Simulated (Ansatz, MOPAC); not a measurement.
Molecule: AlS, net charge 0, doublet state. SMILES: [S][Al]

Atoms: Al1, S2. Bonds: Al1-S2.

Bond lengths (Å) and angles (degrees) optimised at AM1 with MOPAC; PM3 with MOPAC; PBE/6-31G* with Ansatz (a quantum-chemistry and plane-wave program); B3LYP/LANL2DZ with Ansatz, each started from the B3LYP-D3(BJ)/def2-TZVP structure (Ansatz) of the last column. A row stands for all coordinates that are equal there. 6-31G* holds six Cartesian d functions.

```
coordinate    AM1    PM3  PBE/6-31G*  B3LYP/LANL2DZ  B3LYP-D3(BJ)/def2-TZVP
----------  -----  -----  ----------  -------------  ----------------------
Al1-S2      1.766  1.855       2.059          2.140                   2.046
```

Mean signed difference of all 1 bond lengths from B3LYP-D3(BJ)/def2-TZVP: AM1 -0.279 Å, PM3 -0.190 Å, PBE/6-31G* 0.014 Å, B3LYP/LANL2DZ 0.095 Å.
